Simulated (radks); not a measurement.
Question: Neutral gold, [Xe] 4f14 5d10 6s1. Calculated with a radial shooting solver on a logarithmic mesh with Libxc functionals: non-relativistic Kohn-Sham, PBE, spin-polarised, spherical densities, point nucleus. Every spin shell is full or empty, so the densities are truly spherical. Functionals are evaluated on that one density, not self-consistently. Rank these exchange functionals by their error against the exact value of the orbitals, and give that value: LDA, RPBE, PW91, PW86, OPTX, WC, revTPSS, SCAN, r2SCAN, Tao-Mo, MVS.

Answer: Exact: -338.083 hartree. From best to worst, with 100 (|E| - |E exact|)/|E exact| (equal figures are ties): SCAN +0.08, PW91 +0.09, MVS +0.10, r2SCAN -0.15, RPBE -0.18, PW86 -0.34, WC -0.59, Tao-Mo -0.80, revTPSS -0.87, OPTX +1.92, LDA -3.78.
